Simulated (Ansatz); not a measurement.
Total energies of CH3ClGeO (`C[O][Ge][Cl]`).

```xyz
7

C     0.409   -0.495   -0.574
O    -0.131    0.807   -0.612
Ge   -0.965    1.787    0.592
Cl   -0.985    0.418    2.332
H    -0.077   -1.105   -1.340
H     0.271   -0.968    0.401
H     1.478   -0.444   -0.799
```

The species carries charge 0 and has multiplicity 1. Correlated methods include outer-core shells of Ge, which these sets cover unevenly. Scalar relativity is left out up to krypton. Geometry: relaxed with PBE0-D4/def2-TZVP. It is one conformer, not always the lowest. Basis def2-TZVPP, Ansatz 0.2.0.

RPA on PBE orbitals: Hartree–Fock energy of these orbitals -2649.39990 Eh, correlation -1.31411 Eh (frozen core).

```
             functional                                       kind  energy without D4 (Eh)  D4 term (kJ/mol)
            LDA (SPW92)                                        LDA             -2646.91175                 –
                    PBE                                        GGA             -2651.83024             -15.6
                 revPBE                                        GGA             -2652.18346             -45.1
                   BLYP                                        GGA             -2652.49470             -34.3
                 r2SCAN                                   meta-GGA             -2652.36045              -3.6
                 B97M-V                         meta-GGA with VV10             -2651.92951                 –
                   PBE0         global hybrid, 25 % exact exchange             -2651.91864             -13.2
                  B3LYP                        global hybrid, 20 %             -2652.52915             -25.5
                r2SCANh                      meta-GGA hybrid, 10 %             -2652.34315              -3.9
                r2SCAN0                      meta-GGA hybrid, 25 %             -2652.31877              -4.3
HSE06 (plane-wave form)                            screened hybrid             -2651.90602             -12.4
                  BHLYP                        global hybrid, 50 %             -2652.37999             -20.9
              CAM-B3LYP                     range-separated hybrid             -2652.55233             -13.5
                LC-ωPBE                long-range corrected hybrid             -2651.98259                 –
                ωB97X-V       range-separated hybrid GGA with VV10             -2652.16286                 –
                ωB97M-V  range-separated hybrid meta-GGA with VV10             -2652.28423                 –
                 B2PLYP                              double hybrid             -2651.88210                 –
               PBE-QIDH                              double hybrid             -2651.48679                 –
```

B3LYP takes the VWN-RPA correlation (the form of Gaussian; ORCA's B3LYP/G). HSE06 is the plane-wave form, built on full-range PBE exchange. The double hybrids freeze the cores in their second-order part.

LC-ωPBE has ω = 0.4 bohr⁻¹.
